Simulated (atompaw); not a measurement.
## PBEsol PAW (atompaw) dataset for La (Z = 57), scalar-relativistic all-electron reference.

lanthanum, PAW, made with atompaw 4.2.0.5 (PBEsol, scalar-relativistic). Core [Kr] 4d10, reference 4f0 5s2 5p6 5d1 6s2 6p0. Waves: 5s (bound): rc 2.15 bohr; 6s (bound): rc 2.95 bohr; 5p (bound): rc 2.75 bohr; 6p (bound, empty): rc 2.95 bohr; 5d (bound): rc 2.95 bohr; 5d channel at 0.65 Ry: rc 2.95 bohr; 4f (bound, empty): rc 1.85 bohr; 4f channel at 0.1 Ry: rc 1.85 bohr. Local part: ultrasoft scheme with l = 4 at 0 Ry, radius 2.40 bohr. Core correction: smooth core density matched at 2.25 bohr. Augmentation charge: sinc compensation charge, radius 2.50 bohr; PAW radius 2.95 bohr; waves and projectors: modrrkj vanderbiltortho.

Poles of the logarithmic derivatives, all-electron (AE) and pseudo (PS). s: poles at -2.7, 3.1 (AE) and -2.7, 2.5 (PS) Ry. p: poles at -1.4, 4.3 (AE) and -1.4, 4.1 (PS) Ry. d: poles at 0.7 (AE) and 0.7 (PS) Ry. f: poles at -0.3, 3.4 (AE) and -0.1 (PS) Ry. Test radius 2.96 bohr.

- Cutoffs needed: 10 Ry and 18 Ry (the cutoffs (Ry, on a coarse ladder) from which the occupation-weighted sum of valence levels, in a spherical-Bessel basis at the reference potential, stays within 10 and 1 mRy of its value at 400 Ry) The cutoffs count occupied waves only; the empty 4f level needs 30 Ry at the loose tolerance.
- Ghost test: no extra level below or beside the all-electron valence levels (s, p, d, f tested) (spherical-Bessel basis up to 400 Ry, 20 bohr box)
- Lowest eigenvalue of the overlap operator: 0.02 (d channel)
- Overlap eigenvalues printed by atompaw (projector basis): 0.000593, 0.0091, 0.404, 1.14, 2.62, 18.1, 21.6, 242
- Share of each valence orbital outside the PAW sphere: 5s 1 %, 6s 85 %, 5p 5 %, 6p 95 %, 5d 43 %, 4f 3 %
